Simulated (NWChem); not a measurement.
Basis-set dependence for HAl

```
Al
H 1 1.6842
```
Charge 0, spin multiplicity 1.

All runs are NWChem calculations. All single points use one geometry, from PBE/def2-SVP, a minimum by its harmonic frequencies.

Hartree-Fock energies in Ha, correlation energies in mHa.

The correlated methods keep 5 core orbitals frozen. The Pople sets run with spherical d functions. The structure started from a generated list of species. Coupled-cluster values serve here as a point of comparison, not as the truth.

```json
[
 {"basis": "6-31G*", "functions": "20", "RHF": "-242.43709", "MP2": "-41.6", "SCS-MP2": "-48.3", "CCSD": "-61.0", "CCSD+T(CCSD)": "-61.9", "CCSD(T)": "-61.9", "CR-CCSD[T]": "-61.8", "CR-CCSD(T)": "-61.8", "CCSDT": "-62.2", "RI-MP2": "not run"},
 {"basis": "cc-pVDZ", "functions": "23", "RHF": "-242.45385", "MP2": "-51.8", "SCS-MP2": "-59.9", "CCSD": "-73.7", "CCSD+T(CCSD)": "-74.7", "CCSD(T)": "-74.7", "CR-CCSD[T]": "-74.6", "CR-CCSD(T)": "-74.6", "CCSDT": "-75.0", "RI-MP2": "-51.7"},
 {"basis": "cc-pVTZ", "functions": "48", "RHF": "-242.46163", "MP2": "-62.0", "SCS-MP2": "-71.6", "CCSD": "-82.5", "CCSD+T(CCSD)": "-83.9", "CCSD(T)": "-83.9", "CR-CCSD[T]": "-83.8", "CR-CCSD(T)": "-83.8", "CCSDT": "-84.3", "RI-MP2": "-62.0"},
 {"basis": "cc-pVQZ", "functions": "89", "RHF": "-242.46351", "MP2": "-65.8", "SCS-MP2": "-76.1", "CCSD": "-84.7", "CCSD+T(CCSD)": "-86.4", "CCSD(T)": "-86.3", "CR-CCSD[T]": "-86.2", "CR-CCSD(T)": "-86.2", "CCSDT": "not run", "RI-MP2": "-65.8"}
]
```

From cc-pVTZ to cc-pVQZ the Hartree-Fock energy moves by -1.9 mHa and the MP2 correlation energy by -3.8 mHa, which is 6 % of its value in the larger set.
